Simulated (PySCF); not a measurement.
# What a mistake does to a calculation on CGeH5OSi cation

All numbers below are calculated, not measured. The program is PySCF 2.14.0, an open-source quantum chemistry code, run on an isolated molecule that a program drew, which may never have been made. The molecule is CGeH5OSi cation (charge +1, singlet), drawn as the SMILES string `OC=[SiH][GeH2+]`.

Each row is a Hartree-Fock (HF) and frozen-core CCSD(T) single point in the cc-pV(D+d)Z basis, meant for a local HF minimum. Run 1 is clean. Each other run has one planted mistake out of seven kinds, and not every kind appears here: one electron removed, one electron added, multiplicity raised by two, geometry at a saddle point, minimal basis STO-3G, one bond length entered in bohr, all coordinates scaled. The reference is restricted for singlets and unrestricted otherwise, and also for a bond in bohr. Adding or removing an electron swaps singlet and doublet. Electrons count all cores. HOMO and LUMO are orbital energies over both spins, the gradient is its largest component, and the lowest frequency (negative if imaginary) is given only where the gradient is small. Bond lengths are over the 8 bonds as drawn. T1 is the CCSD diagnostic: over 0.02 (restricted) or 0.045 (unrestricted) a single reference is doubtful. Germanium has the cc-pVDZ-PP basis, with a core potential (ECP10MDF) in place of its 10 inner electrons, and its 3s, 3p and 3d shells are frozen in CCSD(T).

Geometry of the clean run:
```xyz
9
CGeH5OSi cation, angstrom
O    -1.0308    0.4043    1.2707
C    -0.3765   -0.2272    0.3847
Si    0.6874   -1.7655    0.5157
Ge    2.0688   -1.3958    2.2755
H    -0.9230    0.0794    2.1615
H    -0.5988    0.1715   -0.6056
H     1.3864   -1.8778   -0.7725
H     3.3827   -2.1263    2.4657
H     1.5789   -0.6909    3.5323
```

```
run  electrons  basis functions  <S^2>  HOMO (eV)  LUMO (eV)  gradient (hartree/bohr)  lowest frequency (cm^-1)  mean bond (Å)  longest bond (Å)      T1  HF (hartree)  CCSD(T) (hartree)                          mistake
  1         64               99  0.000     -13.04      -5.03                  1.5e-05                        89         1.4955             2.268  0.0233    -697.63006         -698.18773                         no fault
  2         65               99  1.286      -7.36       1.43                  7.2e-02                         -         1.4955             2.268  0.0446    -697.86036         -698.41310               one electron added
  3         64               99  2.031     -12.00      -5.73                  3.3e-02                         -         1.4955             2.268  0.0292    -697.59847         -698.12856       multiplicity raised by two
  4         64               99  1.107     -13.31      -5.11                  2.8e-02                         -         1.6168             2.268  0.0702    -697.50413         -698.05716  one bond length entered in bohr
  5         63               99  0.768     -20.60     -11.55                  5.0e-02                         -         1.4955             2.268  0.0232    -697.18385         -697.69818                                ?
  6         64               99  0.000     -12.72      -5.12                  6.7e-02                         -         1.6122             2.444  0.0306    -697.58583         -698.15995                                ?
```

**Which mistake was planted in run 5, and what did it cost?**

It counts 63 electrons, one fewer than the clean run, at the same geometry and basis. So the mistake is: one electron removed. Subtracting run 1 and multiplying by 627.51 kcal/mol a hartree, the energy moved by 280.0 kcal/mol in HF and 307.2 kcal/mol in CCSD(T).

**Which mistake was planted in run 6, and what did it cost?**

The mean and the longest bond both change by the same factor, 1.078, and the gradient is no longer small. So the mistake is: all coordinates scaled. Subtracting run 1 and multiplying by 627.51 kcal/mol a hartree, the energy moved by 27.8 kcal/mol in HF and 17.4 kcal/mol in CCSD(T).

Cautions from the logs. Run 1: T1 is over the limit, so its CCSD(T) energy is less reliable; run 4: T1 is over the limit, so its CCSD(T) energy is less reliable; run 6: T1 is over the limit, so its CCSD(T) energy is less reliable.
